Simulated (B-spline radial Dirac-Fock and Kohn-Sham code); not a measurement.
# Two-hole binding energies of Rh⁴⁺

System: the Rh⁴⁺ ion, [Kr] 4d5.

Input of the calculation (task.json; shells as n, l, electrons):

```json
{"items": [{
  "Z": 45,
  "q": 4,
  "cfg": [[1, 0, 2], [2, 0, 2], [2, 1, 6], [3, 0, 2], [3, 1, 6], [3, 2, 10], [4, 0, 2], [4, 1, 6], [4, 2, 5]],
  "A": 103,
  "rrms": 4.4945,
  "do": ["binding", "quiet", "double"]
}]}
```

Launch: `python xray_run.py task.json out`

The computed values come from a radial B-spline solver: Dirac-Fock ΔSCF + Breit + QED. U is the two-hole binding energy less the two single-hole energies, the effective repulsion of the holes after relaxation. Each two-hole energy is an average over J within one jj subconfiguration.

```
          holes  E(a) (eV)  E(b) (eV)  E(ab) (eV)  U (eV)
   1s⁻¹ 3d5/2⁻¹    23287.7      375.1     23715.5    52.6
           2s⁻²     3487.1     3487.1      7091.6   117.4
   2s⁻¹ 2p3/2⁻¹     3487.1     3073.9      6668.1   107.0
        2p1/2⁻²     3216.4     3216.4      6577.1   144.3
2p1/2⁻¹ 2p3/2⁻¹     3216.4     3073.9      6421.0   130.6
   2p1/2⁻¹ 3s⁻¹     3216.4      698.6      3966.3    51.2
   2s⁻¹ 3d3/2⁻¹     3487.1      379.8      3921.0    54.0
   2s⁻¹ 3d5/2⁻¹     3487.1      375.1           ?       ?
2p1/2⁻¹ 3p3/2⁻¹     3216.4      567.1      3836.1    52.6
   2p3/2⁻¹ 3s⁻¹     3073.9      698.6      3823.6    51.0
2p3/2⁻¹ 3p1/2⁻¹     3073.9      592.3      3719.8    53.6
2p1/2⁻¹ 3d5/2⁻¹     3216.4      375.1      3646.1    54.6
        3p1/2⁻²      592.3      592.3      1228.6    44.0
3p1/2⁻¹ 3p3/2⁻¹      592.3      567.1      1199.7    40.3
```

Q: Give the missing two-hole energy and U.

A: E(ab) = 3915.7 eV and U = 53.5 eV.
